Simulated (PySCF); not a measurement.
C6H3N2O: g tensor and hyperfine couplings

Compound: C6H3N2O (doublet state).
Structure used (GFN2-xTB), in Å, numbered top down from 1:
```xyz
12
C6H3N2O angstrom
N     -0.8185    3.0370   -0.1514
C     -0.8121    1.8895   -0.0947
C     -0.7834    0.4953   -0.0413
C     -1.8324   -0.3695    0.1364
O     -1.4261   -1.6364    0.1231
C     -0.0932   -1.6496   -0.0658
C      0.4052   -0.3431   -0.1690
C      1.6503    0.0885   -0.4538
N      2.7788    0.4979   -0.2795
H     -2.8777   -0.1720    0.2727
H      0.4096   -2.5923   -0.1010
H      3.4007    0.7540   -1.0398
```

The hyperfine couplings belong to this conformer and change with its torsions.

Identity: `c1(C#N)cocc1/[C]=N/[H]` [radical].

Computed, not measured: PySCF 2.14.0, UKS B3LYP, pcH-1 on C H N O, non-relativistic, mean-field spin-orbit, GIAO. Isolated species at its GFN2-xTB geometry (one conformer only). Couplings are sensitive to structure, and on GFN2-xTB geometries they can be far from those on DFT ones. The frame is twisted about the C7–C8 bond at this geometry (dihedral C3–C7–C8–N9 = 90°); couplings at other torsion angles weren't computed. Stability of the SCF solution: not tested.

* g1, g2, g3: 1.99951, 2.00218, 2.00342
* g_iso: 2.00170
* Form of g: rhombic: the two nearest values differ by 32 % of g3 − g1
* ⟨S²⟩: 0.7691 (exact 0.7500)
* α and β electrons: 31, 30

Isotropic coupling and dipolar principal values T1 to T3, in G; ρ(0) is the spin density at the nucleus (MHz turned into gauss with g_iso; 10 G = 1 mT):

```csv
atom,isotope,a_iso,T1,T2,T3,Mulliken spin population,ρ(0) (bohr⁻³)
N1,14N,0.2,-0.5,-0.3,0.8,0.03,0.0020
C2,13C,-2.0,-0.6,-0.1,0.6,-0.02,-0.0051
C3,13C,4.0,-2.5,-2.1,4.5,0.09,0.0100
C4,13C,-3.0,-3.8,1.7,2.1,-0.06,-0.0075
O5,17O,-1.8,-6.7,3.1,3.6,0.02,0.0083
C6,13C,16.1,-14.5,-14.1,28.7,0.46,0.0402
C7,13C,-8.6,-6.7,1.8,4.8,-0.13,-0.0214
C8,13C,17.4,-16.7,-15.5,32.2,0.48,0.0433
N9,14N,8.5,-3.8,-3.0,6.8,0.11,0.0736
H10,1H,1.0,-0.6,-0.2,0.8,0.00,0.0006
H11,1H,-12.3,-6.3,-0.3,6.6,-0.02,-0.0077
H12,1H,54.7,-3.6,-2.1,5.7,0.05,0.0343
```

The largest Mulliken spin populations are on C8 (+0.48), C6 (+0.46), C7 (-0.13) and N9 (+0.11). The positive populations add up to 1.24 and the negative ones to -0.24, together 2S = 1.

The SMILES `[H]/N=[C]/c1cocc1C#N` draws the unpaired electron on C8, whose computed spin population is only +0.48.

Axes: g1 points within 5° of the C7–C8 bond and g3 points within 7° of the C6–H11 bond.

Under fast tumbling the dipolar parts average out, and these isotropic splittings remain: 1 × 1H (H12, I = 1/2, 2 lines) with 5.47 mT, 1 × 1H (H11, I = 1/2, 2 lines) with 1.23 mT, 1 × 14N (N9, I = 1, 3 lines) with 0.85 mT and 1 × 1H (H10, I = 1/2, 2 lines) with 0.10 mT.

The 17O coupling of O5 (-5.0 MHz) shows only in satellite lines or after enrichment, since that isotope makes up about 0.038 % of natural oxygen.

The 13C coupling of C8 (48.7 MHz) shows only in satellite lines or after enrichment, since that isotope makes up about 1.07 % of natural carbon.

The spin density at the nucleus, in bohr⁻³, is negative for C7 (-0.0214), H11 (-0.0077) and C4 (-0.0075), for instance. A restricted open-shell determinant has no negative spin density anywhere; here it arises because α and β orbitals differ (spin polarisation).

Hardware: an Arm Neoverse V1 with one thread, no GPU, shared host with 32 logical CPUs at a one-minute load of 24. Cost: 72 s of wall time (with the writing of density and orbital grids), 1.0 GiB resident at most.
